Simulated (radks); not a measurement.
Spherical quantum dot in the effective-mass picture: electrons in a hard-walled sphere of radius 1.8, with a point charge +2 (a donor) at the centre, all in effective atomic units (hartree* = m*/eps^2 hartree, bohr* = eps/m* bohr), one dielectric constant everywhere. Method: non-relativistic Kohn-Sham, LDA (Slater exchange, Perdew-Wang correlation), spin-polarised, spherical densities; computed with a radial shooting solver with Libxc functionals. Levels are named by radial order and angular momentum (1s, 1p, 1d, 2s, ...), and open shells are averaged over m. Results are scaled to m* = 0.067 and eps = 10.5, for which hartree* = 16.54 meV and bohr* = 8.293 nm.

N = 14, configuration 1s2 1p6 1d(up 5, down 0) 2s(up 1, down 0). This is the lowest configuration that the search found. Occupied and some empty levels:

level    occupation  eigenvalue (meV)  <r> (nm)
1s up             1            162.71     7.293
1s down           1            166.51     7.317
1p up             3            189.37     9.308
1p down           3            193.10     9.289
1d up             5            219.16     10.04
2s up             1            220.76     7.014
1d down           0            223.02     10.03
2s down           0            225.44     7.049
1f up             0            255.98     10.52
1f down           0            259.90     10.52
2p up             0            288.12     7.732
2p down           0            291.44     7.762
1g up             0            299.73     10.88
1g down           0            303.67     10.88

Energy (meV): total 1534.04, kinetic 908.07, external -506.70, Hartree 1317.5, exchange-correlation -184.88.

Electron density:

r (nm)  n(r) (e/nm^3)
0.381        0.008982
1.50         0.005281
2.62         0.003231
3.73         0.002189
4.85         0.001767
5.97         0.001710
7.09         0.001823
8.21         0.001931
9.32         0.001887
10.4         0.001608
11.6         0.001116
12.7        0.0005608
13.8        0.0001462
14.9        1.546e-07
